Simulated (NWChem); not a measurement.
# BeSiH$_{3}$OBr; SMILES [SiH3][O][Be][Br]

```xyz
7

Be    -0.0413     0.0245     0.0019
Br    -0.0771     1.9885     0.0073
O     -0.0144    -1.3912    -0.0066
Si     0.0344    -3.0592    -0.0057
H     -0.6881    -3.5879    -1.2136
H     -0.6285    -3.5818     1.2385
H      1.4646    -3.5217    -0.0399
```
Atoms are numbered in this order, from 1.

Level: PBE-D3(BJ)/def2-SVP (NWChem), optimised geometry, unscaled harmonic frequencies. This build's default masses of Se (78.918 u) and Br (79.917 u) are each other's, which moves their modes by up to 0.6 %.

```json
[
 {"frequency (cm⁻¹)": "53", "IR intensity (km/mol)": "0.1"},
 {"frequency (cm⁻¹)": "53", "IR intensity (km/mol)": "0.1"},
 {"frequency (cm⁻¹)": "290", "IR intensity (km/mol)": "8.0"},
 {"frequency (cm⁻¹)": "303", "IR intensity (km/mol)": "38.9"},
 {"frequency (cm⁻¹)": "303", "IR intensity (km/mol)": "38.8"},
 {"frequency (cm⁻¹)": "708", "IR intensity (km/mol)": "53.1"},
 {"frequency (cm⁻¹)": "708", "IR intensity (km/mol)": "53.3"},
 {"frequency (cm⁻¹)": "854", "IR intensity (km/mol)": "9.5"},
 {"frequency (cm⁻¹)": "917", "IR intensity (km/mol)": "69.3"},
 {"frequency (cm⁻¹)": "918", "IR intensity (km/mol)": "69.0"},
 {"frequency (cm⁻¹)": "957", "IR intensity (km/mol)": "446.3"},
 {"frequency (cm⁻¹)": "1443", "IR intensity (km/mol)": "901.9"},
 {"frequency (cm⁻¹)": "2170", "IR intensity (km/mol)": "77.8"},
 {"frequency (cm⁻¹)": "2174", "IR intensity (km/mol)": "137.6"},
 {"frequency (cm⁻¹)": "2174", "IR intensity (km/mol)": "137.4"}
]
```

zero-point energy: 20.0 kcal/mol
thermal correction to the enthalpy at 298.15 K (with zero-point energy): 24.5 kcal/mol
heat capacity Cv: 18.6 cal/(mol K)
entropy at 298.15 K and 1 atm (symmetry number 1): 81.6 cal/(mol K)
dipole moment: 1.20 D

Rigid rotor and harmonic oscillator; modes under 100 cm⁻¹ make the entropy uncertain.
